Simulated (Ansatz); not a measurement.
Input for Ansatz (an electronic-structure program): R-B2PLYP/def2-TZVPP on C4H4 (SMILES C=C=C=C).

Ansatz 0.2 input:
```yaml
crystal:
  periodic: [false, false, false]
  atoms:
    - {symbol: C, position_ang: [-1.94089306, -0.01800995, -0.13876841]}
    - {symbol: C, position_ang: [-0.63089033, -0.00565473, -0.20362688]}
    - {symbol: C, position_ang: [0.63090372, 0.00565681, -0.26649053]}
    - {symbol: C, position_ang: [1.94090218, 0.01801458, -0.33138167]}
    - {symbol: H, position_ang: [-2.53619234, -0.58463204, -0.84595518]}
    - {symbol: H, position_ang: [-2.47405223, 0.53793376, 0.62426644]}
    - {symbol: H, position_ang: [2.47400516, -0.53745379, -1.09477784]}
    - {symbol: H, position_ang: [2.53621690, 0.58414537, 0.37616297]}
basis:
  gaussian:
    orbitals: def2-TZVPP
hamiltonian:
  xc: {name: B2PLYP}
magnetization: {spin_polarized: false}
correlation: {electrons: outside_noble_gas}
scf: {lower_state_search: off}
```

The head of its log:

```
WARN ansatz: RAYON_NUM_THREADS=2 ignored (pool sized by the plan → 2); use --threads N
Functional definition: B2PLYP
these checks for a lower state are left out or cut short: stability, starts, cluster_reference, orbital_swaps, neighbouring_geometries, increment
integrals: 0.23 GiB planned
1078 factors; integrals over basis functions are off by at most 7.8e-4 eV
mean field: 0.70 GiB planned
mean field evaluation 1: about -4198.6827 eV, gradient 3.9e1 eV
mean field evaluation 2: about -4198.6886 eV, gradient 3.9e1 eV
mean field evaluation 4: about -4202.4328 eV, gradient 3.5e0 eV
mean field evaluation 8: about -4202.4641 eV, gradient 1.1e-1 eV
mean field evaluation 16: about -4202.4642 eV, gradient 7.8e-6 eV
mean field -4202.46416003 eV, -154.4377093486 hartree, gradient 3.2e-6 eV, S^2 0.000000; 0 other end points of the search recorded, 0 dependent functions left out
4 core orbitals not correlated
reference -4202.46431395 eV, -154.4377150049 hartree; 10, 10 occupied and 166, 166 virtual orbitals, 1078 factors
```

Give the final energy of this run.

-154.6447 hartree.
